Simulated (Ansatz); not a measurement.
Ansatz (a quantum-chemistry and plane-wave program) input file for C3F5, SMILES F[C]=C(F)C(F)(F)F, multiplicity 2, PBE-D3(BJ)/def2-SVP. 

Ansatz 0.2 input:
```yaml
crystal:
  periodic: [false, false, false]
  atoms:
    - {symbol: F, position_ang: [2.60958663, 1.12287183, 0.07721374]}
    - {symbol: C, position_ang: [1.43926767, 0.67928804, -0.24645733]}
    - {symbol: C, position_ang: [0.44261165, 0.11889337, 0.37762038]}
    - {symbol: F, position_ang: [0.42979357, -0.16315525, 1.71027730]}
    - {symbol: C, position_ang: [-0.83461183, -0.29762334, -0.32197948]}
    - {symbol: F, position_ang: [-1.91038836, 0.26722831, 0.22777395]}
    - {symbol: F, position_ang: [-0.80896775, 0.05866965, -1.60847350]}
    - {symbol: F, position_ang: [-1.01820241, -1.61931992, -0.27958054]}
basis:
  gaussian:
    orbitals: def2-SVP
hamiltonian:
  xc: pbe
  dispersion: d3bj
magnetization: {spin_polarized: true, initial_magnetization: 1}
relax: {f_tol: 0.002, max_steps: 200}
```

Output:

```
WARN ansatz: RAYON_NUM_THREADS=1 ignored (pool sized by the plan → 1); use --threads N
Functional definition: PBE
integrals: 0.05 GiB planned
1214 factors; their error is unknown
mean field: 0.39 GiB planned
mean field evaluation 1: about -16659.3201 eV, gradient 3.1e1 eV
mean field evaluation 2: about -16656.2468 eV, gradient 4.4e1 eV
mean field evaluation 4: about -16662.7456 eV, gradient 4.0e0 eV
mean field evaluation 8: about -16662.8151 eV, gradient 1.9e-1 eV
mean field evaluation 16: about -16662.7237 eV, gradient 1.1e-3 eV
mean field -16662.72372085 eV, -612.3438023416 hartree, gradient 1.8e-5 eV, S^2 0.757043; 0 other end points of the search recorded, 0 dependent functions left out
the calculation of the forces begins
reference -16662.72373663 eV, -612.3438029214 hartree; 32, 31 occupied and 80, 81 virtual orbitals, 1214 factors
relax step   1: F+E_penalty+E_count = -16662.86237067 eV  Δ(F+E_penalty+E_count) = +0.000e0 eV  max|allowed force component| = 1.449e0 eV/Å  Δτ_max = 0.0000 Å  (34 SCF iters, accepted)
these checks for a lower state are left out or cut short: starts, cluster_reference, orbital_swaps, neighbouring_geometries, increment
integrals: 0.05 GiB planned
1214 factors; their error is unknown
mean field: 0.39 GiB planned
mean field -16662.77647767 eV, -612.3457411188 hartree, gradient 1.5e-5 eV, S^2 0.757757; 0 other end points of the search recorded, 0 dependent functions left out
the calculation of the forces begins
reference -16662.77649346 eV, -612.3457416989 hartree; 32, 31 occupied and 80, 81 virtual orbitals, 1214 factors
relax step   2: F+E_penalty+E_count = -16662.91495308 eV  Δ(F+E_penalty+E_count) = -5.258e-2 eV  max|allowed force component| = 6.413e-1 eV/Å  Δτ_max = 0.0167 Å  (36 SCF iters, accepted)
these checks for a lower state are left out or cut short: starts, cluster_reference, orbital_swaps, neighbouring_geometries, increment
integrals: 0.05 GiB planned
1214 factors; their error is unknown
mean field: 0.39 GiB planned
mean field evaluation 32: about -16662.7890 eV, gradient 1.8e-1 eV
mean field -16662.78917993 eV, -612.3462079184 hartree, gradient 1.8e-5 eV, S^2 0.758223; 0 other end points of the search recorded, 0 dependent functions left out
the calculation of the forces begins
reference -16662.78919575 eV, -612.3462084997 hartree; 32, 31 occupied and 80, 81 virtual orbitals, 1214 factors
relax step   3: F+E_penalty+E_count = -16662.92763568 eV  Δ(F+E_penalty+E_count) = -1.268e-2 eV  max|allowed force component| = 1.999e-1 eV/Å  Δτ_max = 0.0166 Å  (36 SCF iters, accepted)
these checks for a lower state are left out or cut short: starts, cluster_reference, orbital_swaps, neighbouring_geometries, increment
integrals: 0.05 GiB planned
1214 factors; their error is unknown
mean field: 0.39 GiB planned
mean field -16662.79324362 eV, -612.3463572560 hartree, gradient 9.4e-6 eV, S^2 0.758477; 0 other end points of the search recorded, 0 dependent functions left out
the calculation of the forces begins
reference -16662.79325951 eV, -612.3463578400 hartree; 32, 31 occupied and 80, 81 virtual orbitals, 1214 factors
relax step   4: F+E_penalty+E_count = -16662.93183521 eV  Δ(F+E_penalty+E_count) = -4.200e-3 eV  max|allowed force component| = 7.354e-2 eV/Å  Δτ_max = 0.0363 Å  (38 SCF iters, accepted)
these checks for a lower state are left out or cut short: starts, cluster_reference, orbital_swaps, neighbouring_geometries, increment
integrals: 0.05 GiB planned
1214 factors; their error is unknown
mean field: 0.39 GiB planned
mean field -16662.79347343 eV, -612.3463657017 hartree, gradient 1.5e-5 eV, S^2 0.758489; 0 other end points of the search recorded, 0 dependent functions left out
the calculation of the forces begins
reference -16662.79348932 eV, -612.3463662854 hartree; 32, 31 occupied and 80, 81 virtual orbitals, 1214 factors
relax step   5: F+E_penalty+E_count = -16662.93206157 eV  Δ(F+E_penalty+E_count) = -2.264e-4 eV  max|allowed force component| = 1.646e-2 eV/Å  Δτ_max = 0.0107 Å  (37 SCF iters, accepted)
these checks for a lower state are left out or cut short: starts, cluster_reference, orbital_swaps, neighbouring_geometries, increment
integrals: 0.05 GiB planned
1214 factors; their error is unknown
mean field: 0.39 GiB planned
mean field -16662.79350139 eV, -612.3463667290 hartree, gradient 1.7e-5 eV, S^2 0.758486; 0 other end points of the search recorded, 0 dependent functions left out
the calculation of the forces begins
reference -16662.79351727 eV, -612.3463673128 hartree; 32, 31 occupied and 80, 81 virtual orbitals, 1214 factors
relax step   6: F+E_penalty+E_count = -16662.93208140 eV  Δ(F+E_penalty+E_count) = -1.983e-5 eV  max|allowed force component| = 1.662e-3 eV/Å  Δτ_max = 0.0038 Å  (30 SCF iters, accepted)
these checks for a lower state are left out or cut short: starts, cluster_reference, orbital_swaps, neighbouring_geometries, increment
integrals: 0.05 GiB planned
1214 factors; their error is unknown
mean field: 0.39 GiB planned
mean field -16662.79350356 eV, -612.3463668087 hartree, gradient 6.7e-5 eV, S^2 0.758486; 0 other end points of the search recorded, 0 dependent functions left out
the calculation of the forces begins
reference -16662.79351944 eV, -612.3463673924 hartree; 32, 31 occupied and 80, 81 virtual orbitals, 1214 factors
relax step   7: F+E_penalty+E_count = -16662.93208220 eV  Δ(F+E_penalty+E_count) = -8.037e-7 eV  max|allowed force component| = 8.588e-4 eV/Å  Δτ_max = 0.0013 Å  (26 SCF iters, accepted)
integrals: 0.05 GiB planned
1214 factors; their error is unknown
mean field: 0.39 GiB planned
mean field evaluation 64: about -16656.4185 eV, gradient 4.3e1 eV
mean field -16662.79350356 eV, -612.3463668087 hartree, gradient 6.7e-5 eV, S^2 0.758486; 1 other end points of the search recorded, 0 dependent functions left out
the calculation of the forces begins
reference -16662.79351944 eV, -612.3463673924 hartree; 32, 31 occupied and 80, 81 virtual orbitals, 1214 factors
Total energy: -16662.93209808 eV, -612.3514600636 hartree
Atom 0 at     2.592569     1.131521     0.134970 Å, force     0.000277    -0.000050    -0.000082 eV/Å
Atom 1 at     1.434404     0.711816    -0.280654 Å, force    -0.000238     0.000105     0.000384 eV/Å
Atom 2 at     0.434643     0.105817     0.366400 Å, force    -0.000661     0.000186    -0.000859 eV/Å
Atom 3 at     0.470986    -0.195960     1.678701 Å, force    -0.000030    -0.000077    -0.000176 eV/Å
Atom 4 at    -0.840419    -0.298642    -0.328551 Å, force     0.000575    -0.000253     0.000748 eV/Å
Atom 5 at    -1.909531     0.305005     0.234373 Å, force     0.000159    -0.000177    -0.000178 eV/Å
Atom 6 at    -0.794961     0.038825    -1.632215 Å, force     0.000153     0.000017     0.000164 eV/Å
Atom 7 at    -1.038601    -1.631530    -0.236630 Å, force    -0.000235     0.000250    -0.000002 eV/Å
Dipole moment:     0.220673     0.103534    -0.017884 e Å
```

The run converged.

Cost: around 30 core-seconds (rough).
